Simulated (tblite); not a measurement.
C₇H₁₃NSi.
Geometry (GFN2-xTB, Å), atoms numbered from 1 in this order:
```
atom  x, y, z in Å
C1     3.2533   -1.2529    0.5282
C2     2.1319   -0.8425    0.6156
C3     0.7663   -0.3690    0.6956
C4    -0.2086   -1.3421    0.0098
Si5   -1.7509   -0.2813   -0.3174
N6    -2.9535   -0.6383    0.8706
C7    -0.9030    1.3583    0.1329
C8     0.5936    1.0378    0.0865
C9     1.1167    1.0994   -1.3443
H10    4.2379   -1.6086    0.4612
H11    0.4911   -0.3009    1.7555
H12   -0.3839   -2.2060    0.6484
H13    0.2339   -1.7156   -0.9128
H14   -2.1911   -0.3369   -1.7235
H15   -3.7001    0.0254    1.0020
H16   -3.3307   -1.5721    0.8935
H17   -1.1327    2.1902   -0.5299
H18   -1.1827    1.6657    1.1412
H19    1.1618    1.7569    0.6891
H20    1.0231    2.1103   -1.7368
H21    2.1654    0.8107   -1.3782
H22    0.5518    0.4307   -1.9887
```

Computed with GFN2-xTB (tblite): harmonic, unscaled wavenumbers at the GFN2-xTB geometry, gas phase. Errors from tens to a few hundred cm⁻¹ against measured bands are possible. Modes of hydrogen on silicon can be 10 to 20 % off. One conformer, not necessarily the lowest.

Harmonic wavenumbers (cm⁻¹): 69.7, 115.1, 121.7, 160.0, 191.3, 208.2, 211.9, 259.3, 311.7, 352.2, 381.3, 438.1, 504.0, 571.5, 575.2, 612.4, 649.9, 658.0, 679.9, 733.0, 755.5, 764.1, 793.0, 842.8, 848.4, 909.5, 946.3, 1003.9, 1029.8, 1063.0, 1078.8, 1090.6, 1147.1, 1190.7, 1216.6, 1233.5, 1275.4, 1291.3, 1317.4, 1342.3, 1413.2, 1481.6, 1486.8, 1502.6, 1508.7, 1521.2, 2160.2, 2286.0, 2901.7, 2911.3, 2982.0, 2996.2, 3009.7, 3013.8, 3021.9, 3031.8, 3042.8, 3394.1, 3468.6, 3501.5.

A = 2503, B = 947.1, C = 791.4 MHz; mass 139.082 u (most abundant isotopes); point group C1, symmetry number 1.

Problem. What is the zero-point energy?

Solution. Half the sum of the wavenumbers: 39790 cm⁻¹ = 476.00 kJ/mol.

Problem. What is S at 273.15 K and 1 bar for an ideal gas of classical rigid rotors and harmonic oscillators?

Solution. Translation 168.58, rotation 122.45, vibration 115.77: S = 406.8 J/(mol K).

Problem. And Cp and H(273.15 K) − H(0)?

Solution. Cp = 173.58 J/(mol K), of which vibrations give 140.32 (their classical limit is 60 R = 498.9); H(273.15 K) − H(0) = 27.26 kJ/mol without the zero-point energy, 18.18 from vibrations.

Problem. What must be added to the electronic energy to get the Gibbs energy at 273.15 K and 1 bar?

Solution. ZPE + [H(273.15 K) − H(0)] − T·S = 476.00 + 27.26 − 111.12 = 392.14 kJ/mol.

Problem. How do the functions run with temperature in this model?

Solution. 
```csv
T (K),S (J/(mol K)),Cp (J/(mol K)),H − H(0) (kJ/mol),G − H(0) (kJ/mol),ln q(vib)
50,241.9,50.8,1.93,-10.16,0.23
100,286.7,81.1,5.25,-23.42,1.18
298.15,422.6,186.8,31.77,-94.22,6.65
373.15,468.6,224.2,47.21,-127.65,8.89
500,541.9,277.1,79.15,-191.81,12.72
750,669.1,349.4,158.16,-343.64,20.06
1000,776.5,397.0,251.83,-524.70,26.91
```

q(vib) and H(0) count from the zero-point level.

Problem. Which modes carry the vibrational entropy at 273.15 K?

Solution. 69.7 cm⁻¹: 16.69; 115.1 cm⁻¹: 12.60; 121.7 cm⁻¹: 12.15; 160.0 cm⁻¹: 9.98; 191.3 cm⁻¹: 8.59; 208.2 cm⁻¹: 7.95 J/(mol K); the other 54 give 47.80 together.

Problem. Blend soft modes into free rotors: weight 1/[1 + (100 cm⁻¹/ν̃)⁴] for the oscillator and the rest for a rotor with moment μB/(μ + B), μ = h/(8π²ν), B = 10⁻⁴⁴ kg m². What vibrational entropy results?

Solution. 111.96 J/(mol K) in place of 115.77, which changes −T·S at 273.15 K by +1.04 kJ/mol.

Hindered rotation and anharmonicity are outside this model. Other conformers, if any are populated, would add a mixing term that is left out. The structure is chiral; the term R ln 2 for an equal mix with its mirror image is left out.
